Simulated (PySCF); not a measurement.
H3P2, multiplicity 2. Atoms are numbered in the order given.

```xyz
5

P      0.9617    -0.4288     0.4135
P     -0.8850     0.3116    -0.4557
H      1.6734     0.7345     0.0013
H     -1.0528     1.4974     0.3072
H     -1.7709    -0.4737     0.3239
```
Charge 0, spin multiplicity 2.

Coordinates come from a PBE0-D3(BJ)/def2-TZVP optimisation. The isomer is the one that the SMILES or the coordinates give; other isomers of the formula were not compared.

All values below come from PySCF with PBE0-D3(BJ)/def2-TZVP.

Frequencies are harmonic and unscaled.

```csv
mode,ν (cm⁻¹),IR (km/mol),moving atoms (share of kinetic energy)
1,306,5.0,H 97 %
2,447,4.7,P 94 %
3,612,2.9,"H 89 %, P 11 %"
4,619,8.7,H 99 %
5,899,7.8,H 93 %
6,1086,24.0,H 97 %
7,2384,29.6,H 97 %
8,2394,29.9,H 97 %
9,2427,43.7,H 97 %
```
